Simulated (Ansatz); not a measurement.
C3H3N, SMILES `[C-]#[N+][C]C` (near-degenerate singlet) (charge 0, multiplicity 1). This singlet lies within 0.05 eV of the relaxed triplet at the level B3LYP/cc-pVTZ // B3LYP-D3(BJ)/def2-TZVP (Ansatz, an electronic-structure program).

Level of theory: Ansatz with PBE0/cc-pVTZ // B3LYP-D3(BJ)/def2-TZVP.

Ansatz 0.2 input:
```yaml
crystal:
  periodic: [false, false, false]
  atoms:
    - { symbol: C, position_ang: [2.587308, 0.150419, -0.239111] }
    - { symbol: N, position_ang: [1.462838, -0.210967, -0.088392] }
    - { symbol: C, position_ang: [0.282758, -0.745995, 0.161866] }
    - { symbol: C, position_ang: [-0.849828, 0.088528, -0.286747] }
    - { symbol: H, position_ang: [-0.639049, 1.14849, -0.45619] }
    - { symbol: H, position_ang: [-1.719495, -0.062908, 0.352322] }
    - { symbol: H, position_ang: [-1.124537, -0.36757, -1.252874] }
basis:
  gaussian: { orbitals: cc-pVTZ }
hamiltonian:
  xc: pbe0
```

Output:

```
Functional definition: PBE0
877 factors; their error is unknown
mean field evaluation 1: about -4636.3136 eV, gradient 4.8e1 eV
mean field evaluation 2: about -4634.3547 eV, gradient 5.5e1 eV
mean field evaluation 4: about -4640.9856 eV, gradient 3.4e0 eV
mean field evaluation 8: about -4641.0058 eV, gradient 2.7e-1 eV
mean field evaluation 16: about -4641.0059 eV, gradient 2.4e-5 eV
mean field -4641.00585692 eV, -170.5538194549 hartree, gradient 2.4e-5 eV, S^2 0.000000; 0 other end points of the search recorded, 0 dependent functions left out
reference -4641.00588106 eV, -170.5538203422 hartree; 14, 14 occupied and 148, 148 virtual orbitals, 877 factors
Total energy: -4641.00588106 eV, -170.5538203422 hartree
```
